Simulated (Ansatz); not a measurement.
HClSi, triplet, geometry from GFN2-xTB (the spin is typed, not shown lowest); CASSCF(4,6)/6-31G in Ansatz (a program for electronic structure).

Here is a job for Ansatz.
Ansatz 0.2 input:
```yaml
crystal:
  periodic: [false, false, false]
  atoms:
    - {symbol: Si, position_ang: [0.86727917, -0.23515425, 0.57326676]}
    - {symbol: H, position_ang: [2.08228897, -0.46899386, -0.18104711]}
    - {symbol: Cl, position_ang: [-0.83671749, 0.22124431, -0.46145220]}
basis:
  gaussian:
    orbitals: 6-31G
hamiltonian:
  xc: hf
correlation: {active_space: {window: {electrons: 4, orbitals: 6}}}
magnetization: {spin_polarized: false, initial_magnetization: 2}
```

Task: Write the output that Ansatz gives for this input, abridged.

Result: 
```
Functional definition: HF
312 factors; integrals over basis functions are off by at most 1.9e-4 eV
mean field evaluation 1: about -20377.3191 eV, gradient 9.5e0 eV
mean field evaluation 2: about -20377.3223 eV, gradient 9.5e0 eV
mean field evaluation 4: about -20378.1480 eV, gradient 1.4e0 eV
mean field evaluation 8: about -20378.1705 eV, gradient 1.9e-3 eV
mean field -20378.17046424 eV, -748.8839517408 hartree, gradient 5.6e-6 eV, S^2 2.000000; 0 other end points of the search recorded, 0 dependent functions left out
reference -20378.17046424 eV, -748.8839517408 hartree; 17, 15 occupied and 11, 13 virtual orbitals, 312 factors
state -20378.73923249 eV, -748.9048535884 hartree
Total energy: -20378.73923249 eV, -748.9048535884 hartree
```
